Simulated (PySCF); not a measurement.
## B⁺: ionisation energy

B⁺ [He] 2s2 (1S) → B²⁺ [He] 2s1 (2S), as a difference of total energies. All numbers are calculated (PySCF 2.14, no relativity, point nucleus, in aug-cc-pVTZ with one added diffuse shell each of s, p, d, f type (6s5p4d3f, 62 functions)). Correlated levels: valence: 1s2 frozen. The calculations carry no spin-orbit coupling.

```
           method  ionisation energy (eV)
              UHF                  23.443
    MP2 (valence)                  24.423
SCS-MP2 (valence)                  24.619
   CCSD (valence)                  25.070
```

Question: How much does correlation contribute at MP2 (valence)?

Answer: 24.423 − (23.443) = 0.980 eV, measured against UHF.

Errors of the correlated levels include the incompleteness of this basis and the frozen core.

With two correlated electrons CCSD is exact in that space.

For comparison: 25.155 eV (measured; NIST Atomic Spectra Database, ionization energies).
